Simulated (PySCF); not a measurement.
C2H5Al. Atoms are numbered in the order given.

```xyz
8

Al    -0.0834     1.1721     0.0000
H     -1.6599     1.3682     0.0000
H      0.8992     2.4192     0.0000
C      0.5695    -0.6526     0.0000
C     -0.3035    -1.6650     0.0000
H      1.6270    -0.9168     0.0000
H      0.0003    -2.7106     0.0000
H     -1.3782    -1.4925     0.0000
```
Charge 0, spin multiplicity 1.

Geometry optimised at PBE0-D3(BJ)/def2-TZVP.

All values below come from PySCF with CAM-B3LYP/def2-TZVPD.

Symmetry labels are those of the subgroup Cs that the program uses (full group Cs).

Problem. List the valence orbital energies around the gap with their symmetry. (The exact figures need the calculation; the answer reports its results.)

Solution. 
```json
[
 {"orbital": "HOMO−7", "symmetry": "A'", "energy (eV)": "-22.89"},
 {"orbital": "HOMO−6", "symmetry": "A'", "energy (eV)": "-17.45"},
 {"orbital": "HOMO−5", "symmetry": "A'", "energy (eV)": "-14.63"},
 {"orbital": "HOMO−4", "symmetry": "A'", "energy (eV)": "-13.22"},
 {"orbital": "HOMO−3", "symmetry": "A'", "energy (eV)": "-12.14"},
 {"orbital": "HOMO−2", "symmetry": "A'", "energy (eV)": "-9.82"},
 {"orbital": "HOMO−1", "symmetry": "A'", "energy (eV)": "-9.50"},
 {"orbital": "HOMO", "symmetry": "A\"", "energy (eV)": "-9.45"},
 {"orbital": "LUMO", "symmetry": "A\"", "energy (eV)": "-0.71"},
 {"orbital": "LUMO+1", "symmetry": "A'", "energy (eV)": "0.79"},
 {"orbital": "LUMO+2", "symmetry": "A\"", "energy (eV)": "1.22"},
 {"orbital": "LUMO+3", "symmetry": "A'", "energy (eV)": "1.32"}
]
```
